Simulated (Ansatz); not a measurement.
Total energies of `CC([SiH3])Br`.

```xyz
11

C     0.408   -1.222   -0.623
C     0.435    0.274   -0.401
Si   -0.618    0.875    1.044
Br   -0.231    1.210   -1.995
H    -0.611   -1.583   -0.776
H     0.819   -1.728    0.257
H     1.005   -1.509   -1.491
H     1.460    0.633   -0.296
H    -0.130    0.224    2.292
H    -2.029    0.480    0.808
H    -0.507    2.347    1.182
```

Total charge 0; spin multiplicity 1. Correlated methods include outer-core shells of Br, which these sets cover unevenly. Scalar relativity is left out up to krypton. Geometry: relaxed with PBE0-D4/def2-TZVP. Basis def2-TZVPP, the Gaussian-basis code of Ansatz.

RPA on PBE orbitals: Hartree–Fock energy of these orbitals -2941.14686 Eh, correlation -1.27031 Eh (frozen core).

```csv
functional,energy without D4 (Eh),D4 term (kJ/mol)
LDA (SPW92),-2938.60933,–
PBE,-2943.45072,-24.3
B97M-V,-2943.57448,–
B3LYP,-2944.16621,-39.5
r2SCANh,-2944.01086,-6.2
HSE06 (plane-wave form),-2943.57992,-19.2
BHLYP,-2944.04808,-31.1
ωB97X-V,-2943.80805,–
B2PLYP,-2943.52493,–
PBE-QIDH,-2943.18568,–
```

(1) Give the same for revPBE, BLYP, r2SCAN, PBE0, r2SCAN0, CAM-B3LYP, LC-ωPBE, ωB97M-V. (Estimate.)

B3LYP takes the VWN-RPA correlation (the form of Gaussian; ORCA's B3LYP/G). HSE06 is the plane-wave form, built on full-range PBE exchange. The double hybrids freeze the cores in their second-order part.

Results:

(1) Ansatz gave: 
| functional | energy without D4 (Eh) | D4 term (kJ/mol) |
| --- | --- | --- |
| revPBE | -2943.79942 | -72.0 |
| BLYP | -2944.07469 | -53.5 |
| r2SCAN | -2944.01525 | -5.8 |
| PBE0 | -2943.58749 | -20.6 |
| r2SCAN0 | -2944.00538 | -6.9 |
| CAM-B3LYP | -2944.19118 | -21.0 |
| LC-ωPBE | -2943.61660 | – |
| ωB97M-V | -2943.88882 | – |

LC-ωPBE has ω = 0.4 bohr⁻¹.
